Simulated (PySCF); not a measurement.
# Spinor energies of Sr⁺ (strontium, charge +1)

Start: [Kr] 5s1; 5s1/2 filled at m_j = +1/2. Calculated with PySCF 2.14 in x2c-SVPall-2c (6s7p6d1f, 64 functions): generalised Hartree-Fock with the X2C-1e Hamiltonian and a Gaussian nucleus; one run each with spin-orbit coupling (SO) switched off, then screened by Boettger's factors.

```csv
spinor shell,electrons,"ε, spin-free (eV)","ε, screened SO (eV)",weight of nominal j (screened SO),"rms radius, screened SO (bohr)"
1s1/2,2,-16201.4,-16200.8,1.000,0.0451
2s1/2,2,-2266.7,-2266.6,1.000,0.187
2p1/2,2,-2009.7,-2056.9,1.000,0.164
3s1/2,2,-385.88,-385.84,1.000,0.524
3p1/2,2,-300.14,-307.70,1.000,0.527
3p3/2,4,-300.14,-296.53,1.000,0.538
3d3/2,4,-158.40,-159.53,1.000,0.545
3d5/2,6,-158.40,-157.61,1.000,0.549
4s1/2,2,-59.244,-59.239,1.000,1.46
4p1/2,2,-36.087,-36.914,0.997,1.67
4p3/2,4,-36.087,-35.687,0.999,1.69
5s1/2,1,-10.439,-10.439,1.000,4.38
```

Where does 2p3/2 lie, and what is the 2p spin-orbit splitting (screened SO)?

At -1987.3 eV, 69.681 eV above 2p1/2.

```json
{"quantity": "E (hartree)", "spin-free": "-3176.73677", "screened SO": "-3176.97097"}
{"quantity": "M_J", "spin-free": "1/2", "screened SO": "1/2"}
{"quantity": "⟨J²⟩", "spin-free": "0.750", "screened SO": "0.750"}
{"quantity": "⟨L²⟩", "spin-free": "0.000", "screened SO": "0.005"}
{"quantity": "⟨S²⟩", "spin-free": "0.750", "screened SO": "0.755"}
```

Breit and QED terms are absent; they matter most for the inner s and p1/2 levels.

Densities and radii are taken from the X2C orbitals without a picture-change correction, which distorts them close to the nucleus.

Without spin-orbit coupling the j labels of p, d and f shells carry no meaning; the spin-free column gives the mean over the occupied spinors of each nl shell.
